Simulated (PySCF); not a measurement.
A core-ionisation job on Cl3Ga3S3.

Method: delta-SCF UKS SCAN, pcX-2 on the ionised atom, pcseg-1 elsewhere, spin-free X2C (PySCF 2.14.0). Geometry: PBE0-D3(BJ)/def2-SVP. The input is one job of a driver script: a line of settings, then coordinates in Å.

Command:
```bash
OMP_NUM_THREADS=2 python probes_run.py task.json out
```

Input:
```
{"job": {"kind": "xps", "metal_2p": true}, "charge": 0, "multiplicity": 1}
Ga    -1.578849    -0.345339     1.186352
Cl    -3.348880    -0.701383     2.324075
S     -0.457681    -2.172422     0.732622
Ga     1.104056    -1.561803    -0.680203
Cl     2.080055    -3.216019    -1.610936
S      1.912729     0.380329    -1.294950
Ga     0.559049     1.888241    -0.457459
Cl     1.140195     3.880193    -0.959622
S     -1.277925     1.778753     0.734462
```

Problem. Give the output.

Solution. 
```
ground state, core basis on atom 1 (Cl), 231 functions
  cycle   1  E = -8401.54575842  |g| = 7.15e-01
  cycle   2  E = -8401.16725174  |g| = 1.31e+00
  cycle   3  E = -8401.69395825  |g| = 1.28e-01
  cycle   4  E = -8401.69874933  |g| = 4.66e-02
  cycle   5  E = -8401.69930595  |g| = 2.15e-02
  cycle   6  E = -8401.69945333  |g| = 4.50e-03
  cycle   7  E = -8401.69945733  |g| = 1.82e-03
  cycle   8  E = -8401.69946026  |g| = 1.10e-03
  cycle   9  E = -8401.69945616  |g| = 8.86e-05
  E(ground) = -8402.51177303 Eh
hole in Cl 1s of atom 1
  cycle   1  E = -8296.48563021  |g| = 5.47e+00
  cycle   2  E = -8295.63991612  |g| = 2.41e+00
  cycle   3  E = -8279.67582972  |g| = 3.24e+00
  cycle   4  E = -8297.60727074  |g| = 4.62e-01
  cycle   5  E = -8297.43749918  |g| = 6.80e-01
  cycle   6  E = -8297.74681805  |g| = 8.59e-02
  cycle   7  E = -8297.74921822  |g| = 6.68e-02
  cycle   8  E = -8297.75207754  |g| = 1.61e-02
  cycle   9  E = -8297.75223811  |g| = 5.00e-03
  cycle  10  E = -8297.75225076  |g| = 3.04e-03
  cycle  11  E = -8297.75225535  |g| = 1.02e-03
  cycle  12  E = -8297.75225572  |g| = 4.72e-04
  E(ion) = -8298.57300833 Eh   <S^2> = 0.7520   hole on atom = 1.000   binding energy = 2828.318 eV
hole in Cl 2p of atom 1
  cycle   1  E = -8393.62298453  |g| = 1.71e+00
  cycle   2  E = -8392.27868590  |g| = 1.64e+00
  cycle   3  E = -8392.92821301  |g| = 1.19e+00
  cycle   4  E = -8394.04281260  |g| = 2.95e-01
  cycle   5  E = -8394.06564001  |g| = 2.53e-01
  cycle   6  E = -8394.10654241  |g| = 6.72e-02
  cycle   7  E = -8394.10879969  |g| = 2.63e-02
  cycle   8  E = -8394.10918801  |g| = 1.17e-02
  cycle   9  E = -8394.10927607  |g| = 2.42e-03
  cycle  10  E = -8394.10928388  |g| = 1.12e-03
  cycle  11  E = -8394.10927848  |g| = 6.88e-04
  cycle  12  E = -8394.10928050  |g| = 1.39e-04
  E(ion) = -8394.93024229 Eh   <S^2> = 0.7519   hole on atom = 1.001   binding energy = 206.304 eV
  2p3/2 = 205.724 eV   2p1/2 = 207.378 eV
ground state, core basis on atom 2 (S), 231 functions
  cycle   1  E = -8401.65936224  |g| = 4.05e-01
  cycle   2  E = -8401.65843377  |g| = 6.42e-02
  cycle   3  E = -8401.65372751  |g| = 1.35e-01
  cycle   4  E = -8401.65987091  |g| = 9.55e-03
  cycle   5  E = -8401.65987930  |g| = 6.55e-03
  cycle   6  E = -8401.65989372  |g| = 7.05e-04
  cycle   7  E = -8401.65989470  |g| = 1.94e-04
  E(ground) = -8402.47456758 Eh
hole in S 1s of atom 2
  cycle   1  E = -8309.37618713  |g| = 5.08e+00
  cycle   2  E = -8307.01435557  |g| = 2.83e+00
  cycle   3  E = -8294.65519078  |g| = 2.96e+00
  cycle   4  E = -8309.39570886  |g| = 1.27e+00
  cycle   5  E = -8305.22643305  |g| = 1.83e+00
  cycle   6  E = -8310.40945788  |g| = 5.35e-01
  cycle   7  E = -8310.46732623  |g| = 5.25e-01
  cycle   8  E = -8310.62702783  |g| = 8.88e-02
  cycle   9  E = -8310.63365555  |g| = 4.11e-02
  cycle  10  E = -8310.63458826  |g| = 1.90e-02
  cycle  11  E = -8310.63479522  |g| = 5.29e-03
  cycle  12  E = -8310.63481557  |g| = 1.87e-03
  cycle  13  E = -8310.63481267  |g| = 9.00e-04
  cycle  14  E = -8310.63481562  |g| = 3.01e-04
  E(ion) = -8311.44061601 Eh   <S^2> = 0.7513   hole on atom = 1.000   binding energy = 2477.160 eV
hole in S 2p of atom 2
  cycle   1  E = -8394.93474737  |g| = 1.53e+00
  cycle   2  E = -8392.63146998  |g| = 2.11e+00
  cycle   3  E = -8394.89551103  |g| = 7.72e-01
  cycle   4  E = -8395.36851086  |g| = 2.71e-01
  cycle   5  E = -8395.39309974  |g| = 1.85e-01
  cycle   6  E = -8395.41372293  |g| = 4.86e-02
  cycle   7  E = -8395.41507662  |g| = 2.47e-02
  cycle   8  E = -8395.41547050  |g| = 8.11e-03
  cycle   9  E = -8395.41551508  |g| = 2.66e-03
  cycle  10  E = -8395.41551350  |g| = 8.42e-04
  cycle  11  E = -8395.41551517  |g| = 3.44e-04
  E(ion) = -8396.23730297 Eh   <S^2> = 0.7542   hole on atom = 1.001   binding energy = 169.725 eV
  2p3/2 = 169.404 eV   2p1/2 = 170.635 eV
```

Cycles run on a coarse grid; E(ground) and E(ion) are re-evaluated on a finer one, so they differ from the last cycle. For a 2p shell the printed binding energy is that of one 2p hole without spin–orbit coupling; the 2p3/2 and 2p1/2 values follow from a further step that adds the ground-state splitting of the three 2p orbitals and a mean-field spin–orbit operator, and the shell mean corrects the one hole to the average of the three. The program numbers atoms from 0.

Problem. How does the 1s binding energy of Cl2 (atom 2) follow from the two total energies?

Solution. E(ion) − E(ground) = -8298.57300833 − (-8402.51177303) = 103.938765 Eh, times 27.211386 eV gives 2828.32 eV.

Summary of the converged run: Cl1s of Cl2 2828.32 eV; Cl2p of Cl2 206.28 eV (mean of the 2p shell); S1s of S3 2477.16 eV; S2p of S3 169.81 eV (mean of the 2p shell); one atom stands for each set of equivalent ones.

Isolated species at its PBE0-D3(BJ)/def2-SVP geometry (one conformer only).

Hardware: an Intel Xeon Platinum 8488C with 2 threads, shared host with 96 logical CPUs at a one-minute load of 36. Cost: 25 s wall, 62 s CPU, 0.92 GiB resident at most.
Labels such as C1 count atoms from 1, the log's own numbers from 0.
